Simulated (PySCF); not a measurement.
A structure optimised at PBE-D3(BJ)/def2-SVP, used in a PySCF frequency run:

```xyz
9

Si    -0.3582     0.2804     0.7438
F      0.8414     1.2232     1.3410
Br     0.5470    -1.3202    -0.5243
C     -1.4577     1.3603    -0.2927
C     -1.2276     2.6832    -0.4181
H     -1.0290    -0.3909     1.8994
H     -2.3121     0.9016    -0.8232
H     -0.3791     3.1695     0.0923
H     -1.8714     3.3328    -1.0356
```
Charge 0, spin multiplicity 1.

**Question.** Write its SMILES and formula.

**Answer.** C=C[SiH](F)Br, C2H4BrFSi

**Question.** What are its rotational constants (standard atomic weights)?

**Answer.** 4.5529, 1.3164, 1.1225 GHz
